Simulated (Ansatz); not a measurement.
Cartesian coordinates in Å:
```
C 0.286 1.079 -1.742
C 0.118 0.450 -0.727
In -0.165 -0.621 1.003
Cl 0.185 0.273 3.094
Cl -0.858 -2.816 1.012
H 0.434 1.635 -2.641
```

The species carries charge 0 and has multiplicity 1. In: def2 effective core potential.

Task: List the CAM-B3LYP/def2-TZVPP orbital energies in eV (Ansatz). (An estimate is asked.)

Result: The calculation gave: Occupied: -2764.34, -2764.34, -279.64, -279.44, -259.09, -259.09, -198.13, -198.13, -198.01, -198.01, -197.99, -197.99, -130.87, -87.61, -87.35, -87.30, -25.29, -25.25, -24.64, -24.43, -24.39, -23.59, -23.12, -22.99, -17.31, -14.86, -12.36, -11.73, -11.07, -10.61, -10.58, -10.45, -10.29, -10.20. Lowest empty: -1.19, -0.91, 0.59, 1.75, 1.79, 1.97, 2.60, 2.74.
